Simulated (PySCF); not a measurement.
Species: Mo(OH)4 (triplet state).
Geometry (PBE0-D3(BJ)/def2-SVP, Å), atoms numbered from 1 in this order:
```xyz
9
H4MoO4 angstrom
Mo     0.356    0.018    0.010
O      0.751    1.853    0.165
H      0.013    2.423    0.428
O      1.171   -1.064    1.304
H      0.728   -1.461    2.064
O     -1.518    0.254    0.308
H     -2.055   -0.232   -0.335
O     -0.072   -0.800   -1.653
H      0.628   -0.990   -2.291
```

Theory: PySCF, PBE0-D3(BJ)/def2-SVP geometry optimisation, gas phase, def2 core potentials past Kr.

(1) Which atoms are bound to Mo1, and at what distances?

(2) List the angles at Mo1.

(3) Describe the arrangement about Mo1 in numbers.

(4) What are the other bond lengths?

(5) What are the rotational constants (commonest isotopes, rigid rotor)?

## Answers

(1) 4 atoms: O4 1.873 Å, O2 1.883 Å, O8 1.902 Å, O6 1.912 Å. The nearest atom not counted as bound is H7, at 2.45 Å.

(2) 
| angle | degrees | distance of the outer atoms (Å) |
| --- | --- | --- |
| O2–Mo1–O8 | 122.5 | 3.32 |
| O4–Mo1–O8 | 117.0 | 3.22 |
| O2–Mo1–O4 | 114.5 | 3.16 |
| O4–Mo1–O6 | 113.0 | 3.16 |
| O2–Mo1–O6 | 94.2 | 2.78 |
| O6–Mo1–O8 | 88.2 | 2.66 |

(3) Angles from 88.2° to 122.5°; τ4 = (360° − α − β)/141° = 0.85 with α and β the two widest (0 for a square, 1 for a tetrahedron). The Mo–O distances aren't all alike: 1.873 to 1.912 Å.

(4) O2–H3 and 3 like bonds 0.967 Å.

(5) A = 3347, B = 3207, C = 2584 MHz: an asymmetric top.

Charge 0, triplet. ⟨S²⟩ = 2.008 (exact for a triplet: 2.00). No frequency check.

Neither the SCF state along the optimisation nor the shape of the open-shell metal species was proved the lowest: other solutions of the same spin, or a structure of lower symmetry, can lie below.
